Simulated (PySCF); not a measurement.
How methods differ on the excitation energy of Ne²⁺

Ne²⁺ [He] 2s2 2p4 (3P) → Ne²⁺ [He] 2s2 2p3 3s1 (5S), as a difference of total energies. Computed with PySCF 2.14 in dyall-av3z (15s9p3d2f, 71 functions), with no relativity, point nucleus. Correlated levels: valence: 1s2 frozen; virtual orbitals above 40 to 60 times the deepest correlated orbital energy dropped. The calculations carry no spin-orbit coupling.

```json
{"method": "UHF", "excitation energy (cm⁻¹)": "300760"}
{"method": "PBE", "excitation energy (cm⁻¹)": "311830"}
{"method": "PBE0", "excitation energy (cm⁻¹)": "311630"}
{"method": "r2SCAN", "excitation energy (cm⁻¹)": "313350"}
{"method": "wB97X", "excitation energy (cm⁻¹)": "316070"}
{"method": "B97-3", "excitation energy (cm⁻¹)": "314920"}
{"method": "PBEsol", "excitation energy (cm⁻¹)": "310360"}
{"method": "CAM-B3LYP", "excitation energy (cm⁻¹)": "312720"}
{"method": "SCS-MP2 (valence)", "excitation energy (cm⁻¹)": "309430"}
```

Problem. Estimate what MP2 (valence) gives.

Solution. 307930 cm⁻¹, closest to SCS-MP2 (valence) among the rows shown.

Problem. Estimate what LDA gives.

Solution. 310170 cm⁻¹, closest to PBEsol among the rows shown.

A first-order spin-orbit estimate (lowest level to lowest level, LS coupling) adds 0.038 eV.

The promoted electron is Rydberg-like, and one or two diffuse shells describe it only roughly, which tends to raise the upper state.
